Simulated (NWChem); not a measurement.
System: BeSiNH5O; SMILES [O]([SiH3])[Be][NH2]

Here is an NWChem input.

```
start job
memory heap 200 mb stack 900 mb global 1100 mb
geometry units angstroms noautosym nocenter noautoz
  Be    -0.000070    -1.350592     0.004372
  N     -0.005189    -2.847577    -0.005851
  H      0.812717    -3.439820    -0.096212
  H     -0.827157    -3.435409     0.075966
  O      0.004139     0.070585     0.012836
  Si    -0.001932     1.712906    -0.003751
  H     -0.258922     2.226408    -1.384783
  H      1.317485     2.242810     0.459614
  H     -1.068808     2.239716     0.902186
end
basis spherical
  Be library pcsseg-1
  N library pcsseg-1
  H library pcsseg-1
  O library pcsseg-1
  Si library pcsseg-1
end
dft
  xc pbe0
  iterations 150
end
property
  shielding
end
task dft property
```

Geometry: optimised at PBE0/def2-SVP.

GIAO values for the isolated, static molecule; σ is the absolute isotropic shielding, δ = σ(reference) − σ with the isolated reference molecule computed at the same levels (1H: tetramethylsilane, 15N: ammonia, 17O: water, 29Si: tetramethylsilane).

Atoms are numbered as in the input.

Question: What results follow from this input? (PBE0/pcSseg-1, GIAO.) Quantities: σ Be1 (ppm); δ N2 (ppm); δ H3 (ppm); δ H4 (ppm); δ O5 (ppm); δ Si6 (ppm); δ H7 (rotor mean) (ppm).

Answer: 
- σ Be1 (ppm): 102.2
- δ N2 (ppm): 0.5
- δ H3 (ppm): 0.07
- δ H4 (ppm): 0.07
- δ O5 (ppm): 20.7
- δ Si6 (ppm): -42.5
- δ H7 (rotor mean) (ppm): 5.08
